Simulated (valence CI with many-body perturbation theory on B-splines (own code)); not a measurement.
**Questions on Os LXXI**

Computed by relativistic CI+MBPT: four valence electrons over a frozen Dirac-Fock core [He], radial functions for each j: 11 s, 11 p, 10 d, 8 f, 5 g, 2 h, with the one-electron correlation potential Σ1, the two-electron term Σ2, the three-electron term Σ3, Breit, model QED; selected CI, second order for the rest, scaled by the run's own slope (own B-spline code, finite nucleus).

No measured spectrum was set against this ion. As an estimate, large intervals hold to a few tenths of a per cent, small ones and those within an open d or f shell to about a per cent. Among the levels kept, up to 1300 cm⁻¹ of a level comes from second order outside the variational space, and about a tenth of that is noise between levels of different J, which matters for small intervals.

Levels are named by their leading jj configuration (3d3/2^4 stands for four electrons in 3d with j = 3/2), which in mixed levels can hold well under half, so a name can repeat and another be missing.

Rates and lifetimes use the calculated energies. Strong lines usually hold to 10 to 20 %, long lifetimes can be off by a factor of two.

Task: What is the ground level?

Result: (2s^2 2p1/2^2) J=0, composition 68 % 2s²2p² ³P + 32 % 2s²2p² ¹S.

Task: Among levels below 15547 eV, which E1 lines absorb most strongly from the ground level?

Result: to (2s^2 2p1/2 3d3/2) J=1 at 0.1054 nm, f = 1.08; to (2s 2p1/2^2 3p1/2) J=1 at 0.1080 nm, f = 0.317; to (2s 2p1/2^2 3p3/2) J=1 at 0.1036 nm, f = 0.282.

Task: What is the ionisation energy?

Result: 19604 eV; NIST lists 19600 ± 60 eV (theoretical).

Task: Name the longest-lived excited levels whose lifetime is computed, and their main decay.

Result: (2s^2 2p1/2 2p3/2) J=2 at 1616 eV lives 6.79 ns, mostly by E2 to (2s^2 2p1/2^2) J=0; (2s^2 2p1/2 2p3/2) J=1 at 1598 eV lives 40.2 ps, mostly by M1 to (2s^2 2p1/2^2) J=0; (2s 2p1/2^2 2p3/2) J=2 at 1914 eV lives 28.0 ps, mostly by E1 to (2s^2 2p1/2 2p3/2) J=1.

Task: Where does the other parity begin?

Result: At (2s 2p1/2^2 2p3/2) J=2, 1914 eV.
